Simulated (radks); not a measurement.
Q: These are the eigenvalues of the occupied orbitals of an atom or ion with whole-number occupations (Ry). Calculated with a radial shooting solver on a logarithmic mesh with Libxc functionals: non-relativistic Kohn-Sham, LDA (Slater exchange, Perdew-Wang correlation), spin-polarised, spherical densities, point nucleus.

| orbital | eigenvalue |
|---|---|
| 1s up | -5951.088 |
| 1s down | -5951.085 |
| 2s up | -1005.886 |
| 2s down | -1005.885 |
| 2p up | -969.4180 |
| 2p down | -969.4161 |
| 3s up | -241.2131 |
| 3s down | -241.2115 |
| 3p up | -223.7520 |
| 3p down | -223.7501 |
| 3d up | -191.0501 |
| 3d down | -191.0484 |
| 4s up | -54.12641 |
| 4s down | -54.12351 |
| 4p up | -46.42310 |
| 4p down | -46.42003 |
| 4d up | -32.15552 |
| 4d down | -32.15232 |
| 4f up | -12.75150 |
| 4f down | -12.74807 |
| 5s up | -9.21280 |
| 5s down | -9.20460 |
| 5p up | -6.57696 |
| 5p down | -6.56740 |
| 5d up | -2.27430 |
| 5d down | -2.25327 |
| 6s up | -0.88729 |
| 6s down | -0.78271 |
| 6p up | -0.39654 |

Which element is it, and in what charge state? The configuration may be excited. Open shells, if any, are filled with parallel spins first.

A: Z = 83, bismuth, charge 0: Bi in [Hg] 6p3. The list shows which subshells hold electrons but not how many an open one holds; the 1s level, -2975.5 hartree, gives Z - s = 77.1 by -(Z - s)^2/2, which with screening narrows Z to a few neighbours, and the depths of the outer levels then fix element, charge and occupations together.
